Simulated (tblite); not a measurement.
Compound: C4H11ClSi2.
Numbering: `[Cl:1][CH2:2][Si@@H:3]1[CH2:4][CH2:5][CH2:6][SiH2:7]1` (hydrogens: H8, H9 on C2; H10 on Si3; H11, H12 on C4; H13, H14 on C5; H15, H16 on C6; H17, H18 on Si7)

Structure used (GFN2-xTB), in Å, numbered top down from 1:
```
atom  x, y, z in Å
Cl1    2.2257   -1.5890   -1.3817
C2     2.6298   -0.3650   -0.1483
Si3    1.0356    0.5802    0.3488
C4    -0.1824   -0.6245    1.2037
C5    -1.6088   -0.1866    0.8656
C6    -1.8058   -0.0356   -0.6442
Si7   -0.4452    1.1118   -1.3513
H8     3.0893   -0.8984    0.6797
H9     3.3762    0.2885   -0.5914
H10    1.5037    1.5983    1.3094
H11   -0.0589   -0.6628    2.2861
H12   -0.0268   -1.6393    0.8317
H13   -1.8135    0.7707    1.3538
H14   -2.3238   -0.9133    1.2630
H15   -1.7326   -1.0210   -1.1079
H16   -2.8118    0.3302   -0.8489
H17   -0.1449    0.7581   -2.7410
H18   -0.9146    2.5041   -1.3388
```

Level: GFN2-xTB in tblite, geometry and Hessian alike; calculated harmonic values, unscaled, isolated species. The method is semi-empirical: single wavenumbers can be off by several per cent or more. Modes of hydrogen on silicon can be 10 to 20 % off. One conformer, not necessarily the lowest.

Harmonic wavenumbers (cm⁻¹): 45.5, 50.9, 108.9, 145.0, 220.7, 264.8, 283.3, 398.9, 430.7, 450.4, 528.5, 542.2, 598.7, 624.2, 659.8, 689.0, 715.2, 727.6, 753.7, 765.7, 793.0, 810.7, 951.4, 956.4, 1046.2, 1093.0, 1104.7, 1135.7, 1187.3, 1214.5, 1271.7, 1293.1, 1340.6, 1439.4, 1471.6, 1484.4, 1511.1, 2136.1, 2195.1, 2232.8, 2935.8, 2958.5, 2968.0, 2975.0, 2988.9, 2994.9, 2997.2, 3004.1.

A = 2092, B = 962.4, C = 890.9 MHz; mass 150.009 u (most abundant isotopes); point group C1, symmetry number 1.

Q: Zero-point energy?

A: ½Σν̃ = 29747 cm⁻¹ = 85.05 kcal/mol.

Q: What is S at 200 K and 1 bar for an ideal gas of classical rigid rotors and harmonic oscillators?

A: Translation 38.97, rotation 28.38, vibration 18.31: S = 85.7 cal/(mol K).

Q: And Cp and H(200 K) − H(0)?

A: Cp = 28.04 cal/(mol K), of which vibrations give 20.09 (their classical limit is 48 R = 95.4); H(200 K) − H(0) = 3.55 kcal/mol without the zero-point energy, 1.96 from vibrations.

Q: What must be added to the electronic energy to get the Gibbs energy at 200 K and 1 bar?

A: ZPE + [H(200 K) − H(0)] − T·S = 85.05 + 3.55 − 17.13 = 71.47 kcal/mol.

Q: Blend soft modes into free rotors: weight 1/[1 + (100 cm⁻¹/ν̃)⁴] for the oscillator and the rest for a rotor with moment μB/(μ + B), μ = h/(8π²ν), B = 10⁻⁴⁴ kg m². What vibrational entropy results?

A: 16.57 cal/(mol K) in place of 18.31, which changes −T·S at 200 K by +0.35 kcal/mol.

Q: Which modes carry the vibrational entropy at 200 K?

A: 45.5 cm⁻¹: 4.22; 50.9 cm⁻¹: 3.99; 108.9 cm⁻¹: 2.52; 145.0 cm⁻¹: 1.99; 220.7 cm⁻¹: 1.26; 264.8 cm⁻¹: 0.98 cal/(mol K); the other 42 give 3.34 together.

Q: How do the functions run with temperature in this model?

A: 
| T (K) | S (cal/(mol K)) | Cp (cal/(mol K)) | H − H(0) (kcal/mol) | G − H(0) (kcal/mol) | ln q(vib) |
| --- | --- | --- | --- | --- | --- |
| 100 | 70.4 | 17.7 | 1.28 | -5.76 | 1.85 |
| 300 | 99.1 | 39.1 | 6.91 | -22.83 | 6.79 |
| 500 | 123.5 | 56.5 | 16.59 | -45.16 | 11.89 |
| 800 | 153.9 | 72.6 | 36.17 | -86.93 | 19.24 |
| 1000 | 170.9 | 79.5 | 51.42 | -119.44 | 23.77 |

q(vib) and H(0) count from the zero-point level.

Hindered rotation and anharmonicity are outside this model. Other conformers, if any are populated, would add a mixing term that is left out. The structure is chiral; the term R ln 2 for an equal mix with its mirror image is left out.
